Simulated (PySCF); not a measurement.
**How the method changes the constants of KCd**

State: ²Σ⁺ (doublet), unpaired electrons σ ↑. Set-up: K def2-SVP, Cd def2-SVP with ECP28; scalar-relativistic core potentials (PySCF 2.14). De refers to K + Cd in their ground configurations, without counterpoise correction. The functionals are run spin-unrestricted. A positive dipole means K(−)Cd(+). Levels whose curve was spin-contaminated or gave no clean fit are not listed.

```tsv
Level	Re (Å)	ωe (cm⁻¹)	De (eV)	μ (D)	CPU s a point (SCF and correlation, without the integrals)
UHF-MP2	4.375	23.8	0.039	n/a	0.3
PBE	3.927	49.3	0.118	-1.02	0.74
r²SCAN	3.900	51.2	0.125	-1.45	0.9
M06-L	3.859	58.0	0.124	-1.11	6.3
PBE0	4.006	44.3	0.091	-0.93	1.2
r²SCAN0	3.964	47.3	0.109	-1.43	1
B97-3	4.062	44.2	0.062	-0.65	0.5
```

Q: What does a quarter of exact exchange do here, going from PBE to PBE0?

A: PBE0 less PBE: +7.9 pm in Re, -10.1 % in ωe, -0.03 eV in De. Exact exchange removes part of the self-interaction that spreads semilocal densities, and in most molecules shortens and stiffens the bond and lowers De; here Re and ωe go the other way.

Q: What does the step from GGA to meta-GGA do here, going from PBE to r²SCAN?

A: r²SCAN less PBE: -2.7 pm in Re, +3.9 % in ωe, +0.01 eV in De. 

Correlated steps freeze 5 core orbitals. The bond is weak. Basis-set superposition, not corrected here, can be much of De in a small basis, most of all at correlated wavefunction levels. Functionals without a dispersion term scatter widely for such bonds, and LDA overbinds them. Spin–orbit coupling is left out. The state is the lowest determinant that a PBE0 search found; another state may lie lower at other levels.

The whole job (state search and all levels along the bond) took about 2.3 min on 1 thread of Arm Neoverse V2 (shared host), peak memory 0.57 GiB.
